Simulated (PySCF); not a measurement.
In(OH)(PH2)2 (H₅InOP₂), SMILES [PH2][In]([PH2])[OH].

The structure is a stationary point at PBE0-D3(BJ)/def2-SVP. The structure was generated by enumeration; whether it is a known compound was not checked. The def2 effective core potentials stand for the cores of In; spin–orbit coupling is left out. One conformer was computed; it need not be the lowest.

Level of theory: PBE0-D3(BJ)/def2-SVP run with PySCF.

Frequencies are harmonic and unscaled.

**Question.** Estimate the vibrational spectrum. (Estimate from the structure and the level; the computed values follow.)

**Answer.** 
```tsv
mode	ν (cm⁻¹)	IR (km/mol)	moving atoms (share of kinetic energy)
1	61	5.3	H 65 %, P 28 %
2	69	1.6	P 46 %, H 36 %, In 16 %
3	82	4.3	H 85 %, P 8 %
4	99	8.5	In 32 %, O 31 %, P 19 %, H 19 %
5	123	17.2	O 65 %, P 15 %, H 11 %, In 9 %
6	277	1.3	P 87 %
7	297	98.7	H 92 %, O 8 %
8	325	26.1	P 63 %, In 31 %
9	545	0.5	H 92 %, P 8 %
10	585	16.1	H 76 %, O 15 %
11	598	68.3	O 71 %, H 16 %, In 11 %
12	609	4.7	H 98 %
13	645	0.2	H 97 %
14	761	94.5	H 93 %
15	1087	10.5	H 97 %
16	1091	22.9	H 97 %
17	2393	28.1	H 97 %
18	2396	33.5	H 97 %
19	2411	40.0	H 97 %
20	2416	42.2	H 97 %
21	3900	48.9	H 94 %
```
